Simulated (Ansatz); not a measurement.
Harmonic frequencies (cm⁻¹) at PBE0-D4/def2-TZVP from Ansatz: 130, 191, 238, 269, 324, 421, 514, 631, 894, 1020, 1102, 1128, 1176, 1198, 1234, 1301, 1378, 1416, 1468, 1473, 1480, 1484, 1501, 3021, 3050, 3067, 3096, 3148, 3160, 3170.

Each molecule was computed in one conformer, which needn't be the lowest.

(1) Which molecule is it?
A. `BS[SiH2]C`
B. `C=C=C[SeH]`
C. `CCC(O)Cl`
D. `COC(C)Cl`

Answers

(1) D.
